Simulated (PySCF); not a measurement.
Geometry:
```
atom   x (Å)   y (Å)   z (Å)
  C1   2.744   1.999   0.581
  C2   2.800   0.487   0.746
  C3   1.715  -0.268  -0.029
 Si4  -0.056   0.055   0.517
  N5  -1.079  -1.228  -0.096
 Si6  -2.806  -1.088  -0.038
  N7  -3.114   0.558   0.443
 Si8  -2.304   2.028  -0.048
  C9  -2.751   3.364   1.184
 N10  -0.618   1.601  -0.082
 H11   3.560   2.493   1.129
 H12   1.792   2.413   0.952
 H13   2.838   2.287  -0.480
 H14   3.793   0.125   0.429
 H15   2.720   0.236   1.818
 H16   1.877  -1.356   0.072
 H17   1.794  -0.052  -1.110
 H18  -0.138   0.061   2.010
 H19  -0.669  -1.878  -0.760
 H20  -3.490  -1.944   0.984
 H21  -3.356  -1.483  -1.377
 H22  -3.885   0.680   1.092
 H23  -2.691   2.509  -1.416
 H24  -2.480   3.060   2.207
 H25  -3.829   3.589   1.156
 H26  -2.211   4.295   0.950
 H27  -0.010   2.095  -0.727
```

Geometry: PBE0-D3(BJ)/def2-SVP; GIAO shifts from PySCF 2.14, gas phase, non-relativistic, averaged over equivalent atoms.

At CAM-B3LYP/pcSseg-1 (276 basis functions, 3.7 min wall time on 1 thread of an AMD EPYC, shared host):
```json
{"atoms": "C2", "δ (ppm)": "19.9"}
{"atoms": "C3", "δ (ppm)": "18.6"}
{"atoms": "C1", "δ (ppm)": "17.5"}
{"atoms": "C9", "δ (ppm)": "4.3"}
{"atoms": "Si4", "δ (ppm)": "-15.9"}
{"atoms": "Si8", "δ (ppm)": "-18.4"}
{"atoms": "Si6", "δ (ppm)": "-37.5"}
{"atoms": "N10", "δ (ppm)": "61.1"}
{"atoms": "N5", "δ (ppm)": "45.3"}
{"atoms": "N7", "δ (ppm)": "37.5"}
{"atoms": "H21", "δ (ppm)": "5.19"}
{"atoms": "H23", "δ (ppm)": "5.14"}
{"atoms": "H20", "δ (ppm)": "5.05"}
{"atoms": "H18", "δ (ppm)": "4.99"}
{"atoms": "H14", "δ (ppm)": "1.59"}
{"atoms": "H15", "δ (ppm)": "1.44"}
{"atoms": "H11/H12/H13", "δ (ppm)": "1.05"}
{"atoms": "H16", "δ (ppm)": "0.67"}
{"atoms": "H27", "δ (ppm)": "0.57"}
{"atoms": "H17", "δ (ppm)": "0.35"}
{"atoms": "H19", "δ (ppm)": "0.30"}
{"atoms": "H24/H25/H26", "δ (ppm)": "0.21"}
{"atoms": "H22", "δ (ppm)": "0.18"}
```

Referencing at the same level of theory: TMS for ¹³C (182.45 ppm), ²⁹Si (343.41 ppm), ¹H (31.33 ppm); NH3 for ¹⁵N (267.29 ppm).

What do these become at PBE0/pcSseg-1?

Results:


```
      atoms  δ at PBE0/pcSseg-1  change
         C2                20.2    +0.3
         C3                18.5    -0.1
         C1                17.7    +0.2
         C9                 4.2    -0.1
        Si4               -15.6    +0.3
        Si8               -16.8    +1.6
        Si6               -34.9    +2.6
        N10                59.8    -1.3
         N5                44.2    -1.1
         N7                36.4    -1.1
        H21                5.36   +0.17
        H23                5.33   +0.19
        H20                5.22   +0.17
        H18                5.15   +0.16
        H14                1.61   +0.02
        H15                1.47   +0.03
H11/H12/H13                1.03   -0.02
        H16                0.74   +0.07
        H27                0.69   +0.12
        H17                0.40   +0.05
        H19                0.40   +0.10
H24/H25/H26                0.23   +0.02
        H22                0.26   +0.08
```

Scale: ¹³C (σref 184.41), ²⁹Si (σref 351.99), ¹H (σref 31.27) vs TMS; ¹⁵N (σref 265.67) against NH3 (reference shieldings calculated alike).

The largest change is at Si6 (silicon bonded to 2 N, 2 H, in a 6-membered ring). Cost: 276 basis functions, 3.3 min wall time on 1 thread of an AMD EPYC, shared host. The order of the carbon signals is the same at both levels.

Experimental scales use liquid or dissolved standards, which lie at an offset from isolated NH3 (liquid NH3: subtract about 20 ppm).
